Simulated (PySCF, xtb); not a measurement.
C3H6OSe, SMILES CC[Se]C=O.

Geometry: PBE0-D3(BJ)/def2-SVP. The structure was generated by enumeration, and PubChem lists no compound with its InChIKey, so it may never have been made. Other conformers were not sampled.

Calculation: C-PCM-PBE0/def2-SVP (PySCF).

The values are the electrostatic part of the solvation free energy, E(continuum) − E(gas) at the gas-phase geometry, in a cavity of scaled van der Waals radii (PySCF's table); cavitation and dispersion terms are not included. In vacuum the orbital gap is 6.28 eV. The dipole moment in vacuum is 3.57 D.

Computed values in water (ε = 78.36), acetone (ε = 20.49), acetonitrile (ε = 35.69):
```tsv
solvent	ε	ΔG(elec) (kcal/mol)	dipole (D)	gap (eV)
water	78.36	-5.0	4.67	6.26
acetone	20.49	-4.7	4.61	6.26
acetonitrile	35.69	-4.9	4.64	6.26
```

For comparison, GFN2-xTB/ALPB(water) (xtb, at the GFN2-xTB geometry, all terms of that model) gives -2.2 kcal/mol.
